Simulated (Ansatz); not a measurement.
Consider the redistribution: `N[SiH2][SiH](O)F` + `[AlH2][O]P` → `N[SiH2]OP` + `O[SiH](F)[AlH2]`.

Gas-phase electronic energies from Ansatz, PBE0-D4/def2-TZVP geometries. CCSD(T)/CBS adds triple-zeta CCSD(T) − MP2 to the extrapolated MP2 energy (def2 sets, frozen cores). DFT in def2-TZVPP. B3LYP here is the variant with VWN-RPA as its local correlation; programs differ in this. Each species was taken in one conformer, which may not be the lowest.

| level | ΔE (eV) |
| --- | --- |
| B3LYP-D4 | 0.37 |
| ωB97M-V | 0.36 |

Question: What does CCSD(T)/CBS give? (Best estimate.)

Answer: The calculation gave: +0.33 eV. The listed levels differ from it by 0.04, 0.03 eV.

Largest T1 diagnostic among the species: 0.014.

In def2-TZVPP, CCSD(T) changes the Hartree–Fock value by +0.09 eV (the triples alone add +0.01 eV) and MP2 by +0.11 eV. From PBE to PBE0 (25 % exact exchange), in def2-TZVPP and without D4, ΔE moves by −0.04 eV.
